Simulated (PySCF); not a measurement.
Molfile (atoms numbered from 1):
```
C6H9F
     RDKit          3D

 16 16  0  0  0  0  0  0  0  0999 V2000
    2.0445   -0.9386    0.0004 C   0  0  0  0  0  0  0  0  0  0  0  0
    0.8339   -0.4122    0.0138 C   0  0  0  0  0  0  0  0  0  0  0  0
   -0.4737   -1.1561    0.0039 C   0  0  0  0  0  0  0  0  0  0  0  0
   -1.5237   -0.0937    0.3385 C   0  0  0  0  0  0  0  0  0  0  0  0
   -0.9501    1.1843   -0.2702 C   0  0  0  0  0  0  0  0  0  0  0  0
    0.5465    1.0725    0.0182 C   0  0  2  0  0  0  0  0  0  0  0  0
    1.2997    1.7439   -0.9255 F   0  0  0  0  0  0  0  0  0  0  0  0
    2.1965   -2.0043   -0.0152 H   0  0  0  0  0  0  0  0  0  0  0  0
    2.9259   -0.3210   -0.0143 H   0  0  0  0  0  0  0  0  0  0  0  0
   -0.4743   -1.9901    0.7048 H   0  0  0  0  0  0  0  0  0  0  0  0
   -0.6505   -1.5588   -0.9967 H   0  0  0  0  0  0  0  0  0  0  0  0
   -2.5067   -0.3368   -0.0610 H   0  0  0  0  0  0  0  0  0  0  0  0
   -1.6102    0.0192    1.4208 H   0  0  0  0  0  0  0  0  0  0  0  0
   -1.3912    2.0907    0.1404 H   0  0  0  0  0  0  0  0  0  0  0  0
   -1.0893    1.1870   -1.3527 H   0  0  0  0  0  0  0  0  0  0  0  0
    0.8151    1.5229    0.9836 H   0  0  0  0  0  0  0  0  0  0  0  0
  1  2  2  0
  2  3  1  0
  3  4  1  0
  4  5  1  0
  5  6  1  0
  6  7  1  0
  6  2  1  0
  1  8  1  0
  1  9  1  0
  3 10  1  0
  3 11  1  0
  4 12  1  0
  4 13  1  0
  5 14  1  0
  5 15  1  0
  6 16  1  1
M  END
```

Geometry: GFN2-xTB; GIAO absolute shieldings from PySCF 2.14.0 with density-fitted response routines, gas phase, non-relativistic, averaged over equivalent atoms.

At wB97X/pcseg-1 (143 basis functions, 16 s wall time on 1 thread of an Arm Neoverse V2, shared host):
```csv
atoms,σ (ppm)
C2,38.5
C1,81.1
C6,100.2
C5,161.1
C3,165.2
C4,174.4
F7,389.9
H9,26.09
H8,26.22
H16,26.61
H11,29.37
H10,29.59
H14,29.70
H15,30.11
H12,30.20
H13,30.56
```

Question: Predict the values at PBE0/pcSseg-1 on the same geometry.

Answer: 
```
atoms  σ at PBE0/pcSseg-1  change
   C2                27.7   -10.8
   C1                67.6   -13.5
   C6                88.8   -11.4
   C5               149.6   -11.5
   C3               152.1   -13.1
   C4               162.3   -12.1
   F7               376.4   -13.5
   H9               25.87   -0.22
   H8               25.99   -0.23
  H16               26.22   -0.39
  H11               29.01   -0.36
  H10               29.26   -0.33
  H14               29.46   -0.24
  H15               29.85   -0.26
  H12               29.93   -0.27
  H13               30.25   -0.31
```

The largest change is at C1 (terminal =CH2 carbon). Cost: 164 basis functions, 19 s wall time on 1 thread of an Arm Neoverse V2, shared host. The order of the carbon signals is the same at both levels.
